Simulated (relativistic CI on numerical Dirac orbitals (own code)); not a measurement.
Radial Dirac CI calculation of Mg2+.

Command:

```sh
python run_levels.py task.json out
```

Input:

```
atom Mg  Z=12  charge=2  electrons=10
nucleus A=24  rms_radius_fm=3.0570
hamiltonian dirac-coulomb  breit=on  qed=on  c_scale=1
orbitals kli  potential=per-configuration
slater_scale 1
correlation none
mixing on
grid step=0.0125 r_max=34.3
scf mixing=0.4 start=green max_iterations=150 tolerance=2e-08 node_fill=0.05
configurations
  [He] 2s2 2p6
  [He] 2s2 2p5 3s
  [He] 2s2 2p5 3p
  [He] 2s2 2p5 3d
  [He] 2s2 2p4 3s2
end
```

Output:

```
SCF 1: [He] 2s2 2p6
 iter      energy (Ha)   residual   last orbital (Ha)
    1      -195.830931   1.25e+00     -5.60918
    2      -198.514487   5.40e-01     -4.02449
    3      -199.133567   5.02e-02     -2.94468
    4      -199.145063   4.08e-02     -3.06882
    5      -199.147596   3.17e-04     -2.99081
    6      -199.147599   3.66e-04     -2.99118
    7      -199.147599   2.68e-05     -2.99047
    8      -199.147600   3.67e-06     -2.99051
    9      -199.147600   2.61e-07     -2.99052
   10      -199.147600   1.52e-08     -2.99052
SCF 2: [He] 2s2 2p5 3s
 iter      energy (Ha)   residual   last orbital (Ha)
    1      -195.186272   1.09e+00     -1.35736
    2      -196.823271   4.83e-01     -1.14850
    3      -197.238742   3.59e-02     -1.00031
    4      -197.241970   2.47e-02     -0.99642
    5      -197.242890   1.22e-03     -0.98245
    6      -197.242881   1.27e-04     -0.98239
    7      -197.242882   4.01e-05     -0.98226
    8      -197.242882   3.98e-06     -0.98227
    9      -197.242882   9.87e-07     -0.98227
   10      -197.242882   1.44e-08     -0.98227
SCF 3: [He] 2s2 2p5 3p
 iter      energy (Ha)   residual   last orbital (Ha)
    1      -194.935309   1.11e+00     -1.10282
    2      -196.609610   4.82e-01     -0.90533
    3      -197.018909   3.73e-02     -0.77941
    4      -197.022661   2.17e-02     -0.77508
    5      -197.023348   8.63e-04     -0.76281
    6      -197.023327   2.46e-04     -0.76296
    7      -197.023329   3.88e-05     -0.76287
    8      -197.023330   5.20e-06     -0.76287
      ... 13 steps not shown
SCF 5: [He] 2s2 2p4 3s2
 iter      energy (Ha)   residual   last orbital (Ha)
    1      -193.666282   8.28e-01     -1.35736
    2      -194.551910   3.93e-01     -1.19714
    3      -194.797570   2.09e-02     -1.08231
    4      -194.797909   1.53e-02     -1.08471
    5      -194.798266   9.23e-04     -1.08047
    6      -194.798270   4.15e-05     -1.08016
    7      -194.798271   1.52e-05     -1.08016
    8      -194.798271   2.49e-07     -1.08017
    9      -194.798271   8.25e-08     -1.08017
   10      -194.798271   2.14e-09     -1.08017
orbital energies (Ha): 1s -47.4802  2s -4.2330  2p1/2 -3.0011  2p3/2 -2.9905
configuration averages (Ha): Dirac-Coulomb, Breit, QED
  2p6                           -199.147600    0.031732    0.020558
  2p5 3s                        -197.242882    0.031116    0.020725
  2p5 3p                        -197.023330    0.031089    0.020656
  2p5 3d                        -196.770858    0.031021    0.020662
  2p4 3s2                       -194.798271    0.030364    0.020932
levels: no., configuration, term, J, E (cm-1), weight
   1 2p6                    1S   0                0.0  1.00
   2 2p5 3s                 3P*  2           415830.8  1.00
   3 2p5 3s                 3P*  1           417073.0  0.96
   4 2p5 3s                 3P*  0           418023.7  1.00
   5 2p5 3s                 1P*  1           422163.5  0.96
   6 2p5 3p                 3S   1           458096.1  0.99
   7 2p5 3p                 3D   3           463296.2  1.00
   8 2p5 3p                 3D   2           463915.9  0.90
   9 2p5 3p                 3D   1           464742.2  0.92
  10 2p5 3p                 1D   2           466760.8  0.58
  11 2p5 3p                 1P   1           467630.5  0.61
  12 2p5 3p                 3P   2           468080.0  0.57
  13 2p5 3p                 3P   0           468432.0  1.00
  14 2p5 3p                 3P   1           468657.5  0.65
lowest total energy -199.095465 Ha
end: converged
```

With so few configurations and no correlation, terms lie too far apart (by 10 to 50 % or more near neutrality), their order can be wrong, and levels of other configurations are missing.
